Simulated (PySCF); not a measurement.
An EPR job on `C=C=[C]CC(=C)C` [radical].

Computed with UKS B3LYP, pcH-1 on C H, non-relativistic, mean-field spin-orbit, GIAO (PySCF 2.14.0). Geometry: GFN2-xTB. The command runs a driver script over a list of jobs; the input below is this job's line of settings and its coordinates in Å.

Command:
```bash
OMP_NUM_THREADS=1 python probes_run.py task.json out
```

Input:
```
{"job": {"kind": "epr", "basis": "pcH-1"}, "charge": 0, "multiplicity": 2}
C      3.442182     0.222755     0.512546
C      2.199579    -0.120803     0.106535
C      1.083108    -0.438996    -0.275907
C     -0.255722    -0.789454    -0.694875
C     -1.288813    -0.188047     0.228789
C     -2.060026    -0.940332     0.994705
C     -1.358524     1.306943     0.211006
H      4.310213    -0.114094    -0.024784
H      3.583898     0.837238     1.383228
H     -0.353709    -1.880207    -0.715092
H     -0.415777    -0.420434    -1.716410
H     -2.793772    -0.510771     1.655798
H     -1.992695    -2.015517     0.995870
H     -1.673051     1.658860    -0.772164
H     -0.373473     1.726730     0.413036
H     -2.061018     1.675072     0.953791
```

Question: Estimate the output.

Answer: 
```
UKS, coarse grid
  cycle   1  E = -272.00122651  |g| = 3.35e-01
  cycle   2  E = -271.99539512  |g| = 3.58e-01
  cycle   3  E = -272.06019702  |g| = 7.98e-02
  cycle   4  E = -272.06197872  |g| = 5.43e-02
  cycle   5  E = -272.06353254  |g| = 1.13e-02
  cycle   6  E = -272.06361384  |g| = 4.94e-03
  cycle   7  E = -272.06363670  |g| = 2.72e-03
  cycle   8  E = -272.06364320  |g| = 1.43e-03
  cycle   9  E = -272.06364590  |g| = 4.87e-04
UKS, final grid
  cycle   1  E = -272.06357737  |g| = 6.37e-04
  cycle   2  E = -272.06357711  |g| = 1.04e-03
  cycle   3  E = -272.06357766  |g| = 1.23e-04
  cycle   4  E = -272.06357768  |g| = 9.44e-05
  cycle   5  E = -272.06357769  |g| = 3.09e-05
  cycle   6  E = -272.06357770  |g| = 1.16e-05
E = -272.06357770 Eh   <S^2> = 0.7683 (exact 0.7500)
g shifts (ppm)      1          2          3
  rmc          -141       -141       -141
  gc             -3         22         34
  oz_so          16        684        982
  total        -127        565        876
hyperfine (MHz)  atom isotope    a_iso     a_fc   dipolar eigenvalues
    0   13C      62.73      62.73    -60.07    -59.02    119.10
    1   13C     -64.50     -64.50    -19.62     -2.27     21.89
    2   13C      46.39      46.39    -46.16    -35.24     81.40
    3   13C     -19.15     -19.15     -1.23      0.47      0.75
    4   13C       3.22       3.22     -0.94     -0.30      1.24
    5   13C      -0.33      -0.33     -0.70      0.04      0.66
    6   13C      -0.28      -0.28     -0.51     -0.12      0.63
    7    1H     -52.24     -52.24    -27.96     -0.65     28.62
    8    1H     -52.10     -52.10    -28.02     -0.64     28.66
    9    1H      62.99      62.99     -3.25     -2.11      5.36
   10    1H      62.12      62.12     -3.16     -2.25      5.41
   11    1H       0.57       0.57     -0.57     -0.48      1.05
   12    1H       0.39       0.39     -1.02     -0.82      1.84
   13    1H       0.39       0.39     -1.01     -0.91      1.92
   14    1H       1.48       1.48     -2.27     -1.54      3.81
   15    1H       0.02       0.02     -0.78     -0.62      1.41
```

rmc, gc and oz_so are the mass-correction, gauge-correction and orbital-Zeeman/spin–orbit parts of the g shift along its three principal axes; a_iso is the isotropic hyperfine coupling and a_fc its Fermi-contact part. The program numbers atoms from 0.

Question: How far is ⟨S²⟩ from the pure-spin value?

Answer: S = 0.5 gives S(S+1) = 0.75; the run has 0.7683, 0.0183 more.

Question: Get g_iso from the total shifts.

Answer: Their mean is 438 ppm; added to g_e = 2.002319 it gives 2.00276.

In short: ⟨S²⟩ 0.768; g_iso 2.0028.

Geometry: GFN2-xTB, one conformer, isolated molecule. GFN2-xTB frequencies show an imaginary mode (41i cm⁻¹), so this geometry is no minimum at that level.

Question: How long does this job take on one thread of an Arm Neoverse V1, shared host with 64 logical CPUs at a one-minute load of 28? And the peak memory of the process?

Answer: About 55 s (density and orbital grids were written too), with 0.97 GiB resident at the peak, the Python interpreter and its libraries included.
Labels such as C1 count atoms from 1, the log's own numbers from 0.
